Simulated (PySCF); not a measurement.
**Converging CaS in the basis (MP2)**

PySCF, RHF reference; singlet, unpaired electrons none; De to Ca + S without counterpoise correction. Frozen cores follow the default of each basis and core potential.

| basis | relativity | functions | Re (Å) | ωe (cm⁻¹) | De (eV) | frozen orbitals |
| --- | --- | --- | --- | --- | --- | --- |
| x2c-SVPall | spin-free X2C | 42 | 2.370 | 429 | 2.27 | 10 |
| def2-SVPD | no relativity | 54 | 2.389 | 423 | 2.84 | 10 |
| def2-TZVPP | no relativity | 78 | 2.355 | 445 | 2.99 | 10 |

**Question.** How does each smaller set differ from the one with most functions, def2-TZVPP?

**Answer.** x2c-SVPall: +1.5 pm, -3.6 % in ωe, -0.72 eV in De; def2-SVPD: +3.4 pm, -4.9 % in ωe, -0.15 eV in De. All at MP2; the set with most functions is neither the basis-set limit nor always the best. The rows treat relativity differently, so the differences are not basis effects alone.

Measured (Huber and Herzberg, Constants of Diatomic Molecules (1979)): Re = 2.3178 Å, ωe = 462.23 cm⁻¹. Correlated steps freeze 10 core orbitals. Correlated levels converge slowly with the basis: in double zeta they bind strong bonds too weakly, by up to about 1 eV, and carry superposition errors of some tenths. Where the molecule has an RHF reference, its open-shell atoms are computed with UHF.
